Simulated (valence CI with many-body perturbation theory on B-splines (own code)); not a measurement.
Level structure of Zn25+

Level of theory: configuration interaction combined with many-body perturbation theory (CI+MBPT): three valence electrons over a frozen Dirac-Fock core [He], a basis of 11 s, 11 p, 10 d, 8 f, 5 g, 2 h functions for each j, with the one-electron correlation potential Σ1, the two-electron term Σ2, the three-electron term Σ3, Breit, model QED; selected CI, second order for the rest, scaled by the run's own slope (own B-spline code, finite nucleus).

No measured levels were compared; by estimate levels of excited configurations hold to 0.05 to 0.15 % of their energy, terms of the ground configuration to about 0.5 %.

Levels 136 to 180 of 207, with energies above the lowest level, (2s^2 2p1/2) J=1/2. "Leading %" is the weight of the configuration and term that name the level; weights of strongly mixed levels are sums over their largest components and can fall short. In the jj column 3d3/2^4 stands for four electrons in 3d with j = 3/2. Lifetimes count E1, E2, E3, M1 and M2 decay at the calculated energies, and are blank where another channel may lead or the interval is too uncertain; long ones can be off by a factor of two.

| No. | Configuration | Term | J | E (eV) | Leading % | Lifetime | Leading jj | Second component |
| --- | --- | --- | --- | --- | --- | --- | --- | --- |
| 136 | 2s 2p 4p | 4D | 1/2 | 1948.1 | 71 | 298 fs | 2s 2p1/2 4p1/2 (99 %) | 20 % 2s 2p 4p 2P |
| 137 | 2s 2p 4p | 4D | 3/2 | 1952.3 | 63 | 487 fs | 2s 2p1/2 4p3/2 (82 %) | 22 % 2s 2p 4p 4P |
| 138 | 2s 2p 4p | 2P | 3/2 | 1954.2 | 33 | 187 fs | 2s 2p1/2 4p1/2 (70 %) | 20 % 2s 2p 4p 4D |
| 139 | 2s 2p 4p | 4P | 1/2 | 1957.0 | 75 | 452 fs | 2s 2p1/2 4p1/2 (80 %) | 16 % 2s 2p 4p 2S |
| 140 | 2s 2p 4p | 4D | 5/2 | 1958.3 | 64 | 525 fs | 2s 2p1/2 4p3/2 (84 %) | 21 % 2s 2p 4p 4P |
| 141 | 2s 2p 4p | 2P | 1/2 | 1958.5 | 58 | 120 fs | 2s 2p1/2 4p3/2 (79 %) | 18 % 2s 2p 4p 4D |
| 142 | 2s 2p 4p | 2D | 3/2 | 1959.8 | 55 | 149 fs | 2s 2p1/2 4p3/2 (85 %) | 20 % 2s 2p 4p 4S |
| 143 | 2s 2p 4d | 4F° | 3/2 | 1959.8 | 71 | 149 fs | 2s 2p1/2 4d3/2 (98 %) | 12 % 2s 2p 4d 4D° |
| 144 | 2s 2p 4d | 4F° | 5/2 | 1961.8 | 38 | 77.8 fs | 2s 2p1/2 4d5/2 (90 %) | 30 % 2s 2p 4d 4D° |
| 145 | 2s 2p 4s | 4P° | 5/2 | 1965.2 | 44 | 145 fs | 2s 2p3/2 4s (44 %) | 27 % 2s 2p 4d 4F° |
| 146 | 2s 2p 4s | 4P° | 5/2 | 1966.5 | 52 | 255 fs | 2s 2p3/2 4s (52 %) | 16 % 2s 2p 4d 2D° |
| 147 | 2s 2p 4f | 4G | 5/2 | 1966.6 | 47 | 152 fs | 2s 2p1/2 4f5/2 (100 %) | 20 % 2s 2p 4f 4F |
| 148 | 2s 2p 4f | 4F | 7/2 | 1967.1 | 29 | 154 fs | 2s 2p1/2 4f7/2 (100 %) | 23 % 2s 2p 4f 4D |
| 149 | 2s 2p 4d | 4D° | 3/2 | 1967.3 | 46 | 62.7 fs | 2s 2p1/2 4d3/2 (59 %) | 28 % 2s 2p 4d 4P° |
| 150 | 2s 2p 4d | 4F° | 7/2 | 1967.4 | 56 | 84.8 fs | 2s 2p1/2 4d5/2 (84 %) | 30 % 2s 2p 4d 4D° |
| 151 | 2s 2p 4d | 4D° | 1/2 | 1967.7 | 76 | 49.7 fs | 2s 2p1/2 4d3/2 (85 %) | 15 % 2s 2p 4d 2P° |
| 152 | 2s 2p 4s | 2P° | 3/2 | 1969.1 | 86 | 294 fs | 2s 2p3/2 4s (99 %) | 14 % 2s 2p 4s 4P° |
| 153 | 2s 2p 4d | 2D° | 3/2 | 1969.7 | 47 | 81.9 fs | 2s 2p1/2 4d5/2 (57 %) | 36 % 2s 2p 4d 2P° |
| 154 | 2s 2p 4d | 2F° | 5/2 | 1970.5 | 60 | 68.1 fs | 2s 2p1/2 4d5/2 (73 %) | 18 % 2s 2p 4d 4P° |
| 155 | 2s 2p 4f | 4F | 3/2 | 1972.5 | 67 | 152 fs | 2s 2p1/2 4f5/2 (85 %) | 18 % 2s 2p 4f 2D |
| 156 | 2s 2p 4f | 4G | 7/2 | 1972.6 | 44 | 152 fs | 2s 2p1/2 4f5/2 (84 %) | 30 % 2s 2p 4f 2F |
| 157 | 2s 2p 4f | 4D | 5/2 | 1972.9 | 32 | 152 fs | 2s 2p1/2 4f7/2 (46 %) | 31 % 2s 2p 4f 4F |
| 158 | 2s 2p 4f | 4G | 9/2 | 1972.9 | 42 | 154 fs | 2s 2p1/2 4f7/2 (86 %) | 38 % 2s 2p 4f 4F |
| 159 | 2s 2p 4f | 2D | 5/2 | 1973.6 | 43 | 154 fs | 2s 2p1/2 4f5/2 (46 %) | 30 % 2s 2p 4f 4G |
| 160 | 2s 2p 4f | 2G | 7/2 | 1973.8 | 43 | 156 fs | 2s 2p1/2 4f7/2 (85 %) | 38 % 2s 2p 4f 4D |
| 161 | 2s 2p 4p | 4P | 3/2 | 1977.6 | 44 | 284 fs | 2s 2p3/2 4p1/2 (98 %) | 20 % 2s 2p 4p 2P |
| 162 | 2s 2p 4p | 4P | 5/2 | 1978.2 | 41 | 277 fs | 2s 2p3/2 4p1/2 (92 %) | 33 % 2s 2p 4p 4D |
| 163 | 2s 2p 4p | 4D | 7/2 | 1979.2 | 100 | 629 fs | 2s 2p3/2 4p3/2 (100 %) |  |
| 164 | 2s 2p 4p | 2P | 3/2 | 1980.4 | 45 | 179 fs | 2s 2p3/2 4p3/2 (98 %) | 36 % 2s 2p 4p 4S |
| 165 | 2s 2p 4p | 2D | 5/2 | 1982.6 | 63 | 158 fs | 2s 2p3/2 4p3/2 (93 %) | 37 % 2s 2p 4p 4P |
| 166 | 2s 2p 4p | 2S | 1/2 | 1984.0 | 65 | 128 fs | 2s 2p3/2 4p3/2 (98 %) | 21 % 2s 2p 4p 2P |
| 167 | 2s 2p 4d | 4F° | 9/2 | 1987.9 | 100 | 301 fs | 2s 2p3/2 4d5/2 (100 %) |  |
| 168 | 2s 2p 4d | 4D° | 7/2 | 1988.8 | 57 | 70.6 fs | 2s 2p3/2 4d3/2 (52 %) | 40 % 2s 2p 4d 4F° |
| 169 | 2s 2p 4d | 4D° | 5/2 | 1989.1 | 53 | 63.3 fs | 2s 2p3/2 4d3/2 (95 %) | 17 % 2s 2p 4d 4F° |
| 170 | 2s 2p 4d | 4P° | 3/2 | 1989.6 | 56 | 62.2 fs | 2s 2p3/2 4d3/2 (94 %) | 38 % 2s 2p 4d 4D° |
| 171 | 2s 2p 4d | 4P° | 1/2 | 1989.9 | 89 | 70.4 fs | 2s 2p3/2 4d3/2 (97 %) | 10 % 2s 2p 4d 4D° |
| 172 | 2s 2p 4d | 2D° | 5/2 | 1991.1 | 50 | 75.9 fs | 2s 2p3/2 4d5/2 (95 %) | 22 % 2s 2p 4d 4P° |
| 173 | 2s 2p 4d | 2P° | 3/2 | 1992.6 | 48 | 77.6 fs | 2s 2p3/2 4d5/2 (93 %) | 34 % 2s 2p 4d 2D° |
| 174 | 2s 2p 4d | 2F° | 7/2 | 1993.7 | 87 | 51.2 fs | 2s 2p3/2 4d5/2 (52 %) | 11 % 2s 2p 4d 4D° |
| 175 | 2s 2p 4f | 4F | 7/2 | 1994.7 | 44 | 152 fs | 2s 2p3/2 4f5/2 (97 %) | 26 % 2s 2p 4f 4G |
| 176 | 2s 2p 4f | 4F | 9/2 | 1994.9 | 53 | 152 fs | 2s 2p3/2 4f7/2 (67 %) | 47 % 2s 2p 4f 4G |
| 177 | 2s 2p 4d | 2P° | 1/2 | 1994.9 | 88 | 63.3 fs | 2s 2p3/2 4d5/2 (96 %) | 9 % 2s 2p 4d 4D° |
| 178 | 2s 2p 4f | 4F | 5/2 | 1995.0 | 44 | 152 fs | 2s 2p3/2 4f5/2 (100 %) | 26 % 2s 2p 4f 4D |
| 179 | 2s 2p 4f | 2F | 7/2 | 1995.5 | 44 | 154 fs | 2s 2p3/2 4f7/2 (97 %) | 24 % 2s 2p 4f 4D |
| 180 | 2s 2p 4f | 4G | 11/2 | 1995.5 | 100 | 152 fs | 2s 2p3/2 4f7/2 (100 %) |  |

Where two levels of one J and parity lie close, their mixing, g and order are uncertain.
